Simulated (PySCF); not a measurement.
A GIAO shielding run with PySCF 2.14.0 with density-fitted response routines (density fitting, non-relativistic, gas phase) on `N#C[C@@H]1[SiH2][SiH2]C[C@@H]1F`, C₄H₈FNSi₂:

```
$ OMP_NUM_THREADS=1 python probes_run.py task.json out

{"job": {"kind": "nmr", "xc": "PBE0", "basis": "pcSseg-1"}, "charge": 0, "multiplicity": 1}
N      1.429189    -3.057482     1.201426
C      1.019156    -2.172885     0.601261
C      0.527621    -1.050673    -0.130838
Si     1.582069     0.551190     0.198661
Si    -0.219383     1.928686    -0.308614
C     -1.438276     0.462083    -0.567288
C     -0.921058    -0.720421     0.239357
F     -0.954946    -0.368189     1.582251
H      0.560171    -1.301553    -1.195148
H      2.732266     0.471941    -0.709892
H      2.083360     0.497998     1.570463
H     -0.161445     2.706081    -1.552322
H     -0.719303     2.800399     0.755873
H     -2.448278     0.696433    -0.233207
H     -1.506853     0.167741    -1.614496
H     -1.571887    -1.602404     0.151104
```

Hardware: 1 thread of an Intel Xeon Platinum 8488C, shared host. The job also computes population analyses, field gradients, ring-centre shieldings.

(1) How large is the calculation?

(2) How long does it take, and how much memory does it need?

Results:

(1) 76 electrons, 190 basis functions and 1027 auxiliary functions.

(2) 57 s of wall time, with 14 SCF cycles and 5 response iterations; peak memory 0.86 GiB. Times on a shared host scatter by some tens of per cent.
